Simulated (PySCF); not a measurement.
# Atomic charges by several schemes

Species: C8H10O3.
Z-matrix (Å and degrees, GFN2-xTB geometry), rows numbered from 1:
```
O 
C   1  1.1954
O   2  1.3199  1  127.49
C   3  1.4211  2  118.22  1     0.01
C   4  1.5366  3  115.49  2    64.35
C   5  1.5462  4  103.30  3   157.62
C   6  1.5349  5  104.02  4     0.16
C   7  1.5348  6  108.86  5    69.70
C   4  1.5366  3  115.50  2   -64.31
C   7  1.5157  6  100.18  5   -34.85
O  10  1.1907  4  131.36  3    -0.00
H   2  1.1034  1  124.27  3  -180.00
H   5  1.0909  4  109.67  3    38.50
H   5  1.0889  4  111.03  3   -81.20
H   6  1.0895  5  111.96  4   120.35
H   6  1.0900  5  110.96  4  -118.72
H   7  1.0866  6  114.69  5  -160.27
H   8  1.0894  7  111.21  6    51.04
H   8  1.0899  7  110.53  6   171.16
H   9  1.0908  4  109.67  3   -38.45
H   9  1.0889  4  111.03  3    81.26
```

Density: PBE0/pcSseg-1 (PySCF); schemes: Mulliken, IAO, Hirshfeld and ESP-fitted. Isolated species at its GFN2-xTB geometry (one conformer only).

Problem. Do the Mulliken, IAO, Hirshfeld and ESP-fitted schemes agree on where the charge is highest?

Solution. The schemes don't all agree: Mulliken C2 (+0.430); IAO C2 (+0.403); Hirshfeld C2 (+0.183); ESP-fitted C4 (+0.733).

Problem. At which atom do the 4 schemes differ most?

Solution. At C4: from -0.151 (Mulliken) to +0.733 e (ESP-fitted), 0.884 e apart.

Problem. What partial charge does each atom carry?

Solution. In e:

```
atom                    environment  Mulliken     IAO  Hirshfeld  ESP-fitted
  O1          ester carbonyl oxygen    -0.407  -0.453     -0.241      -0.528
  C2          ester carbonyl carbon    +0.430  +0.403     +0.183      +0.514
  O3     ester single-bonded oxygen    -0.433  -0.318     -0.091      -0.604
  C4     sp3 carbon bound to oxygen    -0.151  +0.150     +0.074      +0.733
  C5                ring CH2 carbon    -0.120  -0.281     -0.078      -0.071
  C6                ring CH2 carbon    -0.121  -0.264     -0.063      -0.391
  C7  sp3 carbon at a ring junction    -0.353  -0.173     -0.039      +0.128
  C8                ring CH2 carbon    -0.121  -0.264     -0.063      -0.406
  C9                ring CH2 carbon    -0.119  -0.282     -0.078      -0.062
 C10         ketone carbonyl carbon    +0.393  +0.388     +0.163      +0.288
 O11                  ketone oxygen    -0.312  -0.370     -0.226      -0.434
 H12                formyl hydrogen    +0.107  +0.129     +0.062      +0.093
 H13             methylene hydrogen    +0.134  +0.148     +0.042      +0.049
 H14             methylene hydrogen    +0.149  +0.156     +0.041      +0.059
 H15             methylene hydrogen    +0.128  +0.141     +0.045      +0.121
 H16             methylene hydrogen    +0.136  +0.146     +0.045      +0.120
 H17               methine hydrogen    +0.113  +0.152     +0.051      +0.035
 H18             methylene hydrogen    +0.128  +0.141     +0.045      +0.127
 H19             methylene hydrogen    +0.136  +0.146     +0.045      +0.123
 H20             methylene hydrogen    +0.134  +0.148     +0.042      +0.048
 H21             methylene hydrogen    +0.149  +0.156     +0.041      +0.058
```

Mean size of the charges over all atoms: ESP-fitted 0.238 e, IAO 0.229 e, Mulliken 0.204 e, Hirshfeld 0.084 e. Each set sums to the total charge, 0, to within 0.001 e. The Mulliken scheme counts on each atom the diagonal of the density matrix times the overlap matrix over that atom's basis functions.

Problem. Sum the charges by element.

Solution. 
```json
{"element": "O", "atoms": "3", "Mulliken": "-1.152", "IAO": "-1.141", "Hirshfeld": "-0.558", "ESP-fitted": "-1.566"}
{"element": "C", "atoms": "8", "Mulliken": "-0.163", "IAO": "-0.323", "Hirshfeld": "+0.101", "ESP-fitted": "+0.733"}
{"element": "H", "atoms": "10", "Mulliken": "+1.315", "IAO": "+1.464", "Hirshfeld": "+0.458", "ESP-fitted": "+0.833"}
```

Problem. How closely do the schemes follow one another over all atoms?

Solution. Correlation coefficient and root-mean-square difference: IAO with Hirshfeld 0.95, 0.155 e; Mulliken with IAO 0.91, 0.107 e; Mulliken with Hirshfeld 0.87, 0.155 e; Hirshfeld with ESP-fitted 0.82, 0.242 e; IAO with ESP-fitted 0.81, 0.186 e; Mulliken with ESP-fitted 0.64, 0.248 e.
